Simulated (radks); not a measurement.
Neutral helium, 2 electrons, occupied as [He]. All-electron calculation, scalar-relativistic Kohn-Sham, PBEsol, spin-polarised, spherical densities, finite nucleus; Gaussian nuclear charge, rms radius 1.6755 fm. Program: a radial shooting solver on a logarithmic mesh with Libxc functionals.

Normalised radial functions P(r) = r R(r), r in bohr:

```
   r/bohr * 1s (the largest magnitude, 0.92, reaches the edge; | marks zero)
  0.03191 |        *
  0.03744 |         *
  0.04394 |          *
  0.05156 |            *
  0.06051 |              *
  0.07101 |                 *
  0.08333 |                   *
  0.09779 |                      *
   0.1148 |                         *
   0.1347 |                            *
    0.158 |                                *
   0.1855 |                                    *
   0.2176 |                                       *
   0.2554 |                                           *
   0.2997 |                                              *
   0.3517 |                                                 *
   0.4127 |                                                    *
   0.4843 |                                                     *
   0.5684 |                                                      *
    0.667 |                                                     *
   0.7827 |                                                   *
   0.9185 |                                                *
    1.078 |                                           *
    1.265 |                                      *
    1.484 |                                *
    1.742 |                         *
    2.044 |                   *
    2.399 |             *
    2.815 |        *
    3.304 |     *
    3.877 |  *
```

1s: eigenvalue -15.499 eV, 0 radial nodes, <r> = 0.951 bohr, 90 % of the charge inside 1.75 bohr.
